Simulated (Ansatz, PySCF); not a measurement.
C₂H₅N. Atoms are numbered in the order given.

```xyz
8

C      0.1335     1.1380     0.0000
N     -0.5319    -0.1378     0.0000
C      0.1804    -1.1734     0.0000
H     -0.1866     1.7067    -0.8771
H     -0.1866     1.7067     0.8771
H      1.2310     1.0642     0.0000
H      1.2800    -1.1487     0.0000
H     -0.2986    -2.1520     0.0000
```
Charge 0, spin multiplicity 1.

The structure is a stationary point at PBE0-D3(BJ)/def2-TZVP.

Vertical ionisation energy (IE) and electron affinity (EA) in eV. Rows of orbital energies are one-electron estimates. Where ΔSCF, EOM or ADC give a negative EA the extra electron is unbound and the value depends on the basis.

```csv
level,IE,EA
"−ε(HOMO), −ε(LUMO), HF/def2-TZVPD (PySCF)",11.13,-2.03
"−ε(HOMO), −ε(LUMO), PBE/def2-TZVPD (PySCF)",5.91,1.49
ADC(2)/aug-cc-pVDZ (PySCF),8.81,-0.77
"ΔSCF, CAM-B3LYP/def2-SVPD (Ansatz), final states of multiplicity 2 and 2",9.87,-1.83
"ΔSCF, PBE/def2-SVPD (Ansatz), final states of multiplicity 2 and 2",___,___
```

Q: Fill in the missing entries. (Estimate from the structure and the level; the computed values follow.)

A: 
- ΔSCF, PBE/def2-SVPD (Ansatz, a program for electronic structure), final states of multiplicity 2 and 2, IE: 9.67
- ΔSCF, PBE/def2-SVPD (Ansatz), final states of multiplicity 2 and 2, EA: -1.72

Q: What vertical singlet–triplet gap does ΔSCF give with CAM-B3LYP/def2-SVPD (Ansatz) and with PBE/def2-SVPD (Ansatz)? (Estimate from the structure and the level; the computed values follow.)

A: 4.18 and 4.16 eV (triplet above singlet where positive).

Computed lowest 1s main lines (those of the lightest heavy element) from CVS-ADC(2)-x/aug-cc-pVDZ (PySCF, non-relativistic), with pole strengths:
292.5 eV (1.52), 293.1 eV (1.48).

Q: Beyond the first one, list the lowest photoelectron lines from ADC(2)/aug-cc-pVDZ in PySCF with their pole strengths (two spins summed). (The exact figures need the calculation; the answer reports its results.)

A: 10.85 eV (1.78), 13.04 eV (1.80), 14.67 eV (1.79), 15.10 eV (1.76), 15.84 eV (1.74).
